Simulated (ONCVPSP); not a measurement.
**Plane-wave convergence, ONCV potential for Ho**

holmium (Ho), optimised norm-conserving Vanderbilt (ONCV), made with ONCVPSP 4.0.1 (PBE, scalar-relativistic). Core [Kr] 4d10, reference 4f10 5s2 5p6 5d1 6s2. Waves: 5s+6s: rc 2.25 bohr, ncon 5, nbas 8, qcut 5.3 1/bohr, 2 projectors; 5p: rc 2.40 bohr, ncon 4, nbas 7, qcut 5.9 1/bohr, 2 projectors, debl 3.7 Ha; 5d: rc 2.35 bohr, ncon 4, nbas 7, qcut 4.1 1/bohr, 1 projector; 4f: rc 1.10 bohr, ncon 4, nbas 9, qcut 16.4 1/bohr, 1 projector. Local part: polynomial inside 0.90 bohr (lpopt 5, dvloc0 0 Ha). Core correction: none.

For each optimised wave give the share of its norm inside rc, the residual kinetic energy above qcut (Ha) and the cutoffs (Ha) for errors of 10, 1, 0.1 and 0.01 mHa per electron.

```json
{"wave": "5s", "norm inside rc": "0.977", "residual KE": "7.9e-05", "10 mHa": "8.0", "1 mHa": "11.1", "0.1 mHa": "14.2", "0.01 mHa": "31.4"}
{"wave": "6s", "norm inside rc": "0.090", "residual KE": "5.3e-05", "10 mHa": "3.3", "1 mHa": "10.2", "0.1 mHa": "13.3", "0.01 mHa": "28.2"}
{"wave": "5p", "norm inside rc": "0.942", "residual KE": "3.2e-08", "10 mHa": "6.4", "1 mHa": "8.5", "0.1 mHa": "10.3", "0.01 mHa": "11.7"}
{"wave": "p projector 2", "norm inside rc": "0.161", "residual KE": "1.7e-05", "10 mHa": "6.5", "1 mHa": "7.9", "0.1 mHa": "14.6", "0.01 mHa": "21.0"}
{"wave": "5d", "norm inside rc": "0.442", "residual KE": "1.0e-03", "10 mHa": "6.2", "1 mHa": "8.7", "0.1 mHa": "24.8", "0.01 mHa": "31.0"}
{"wave": "4f", "norm inside rc": "0.812", "residual KE": "4.6e-06", "10 mHa": "97.7", "1 mHa": "110.9", "0.1 mHa": "121.5", "0.01 mHa": "130.6"}
```

The occupied waves need 111 Ha and 122 Ha for 1 and 0.1 mHa. Note: ghosts flagged at negative energy: s at -201.6 eV; GHOST(+) flagged for p at 55.4 eV. A true bound ghost makes a file unfit for plane-wave use. 3 of 4 tests not solved or not reliable.
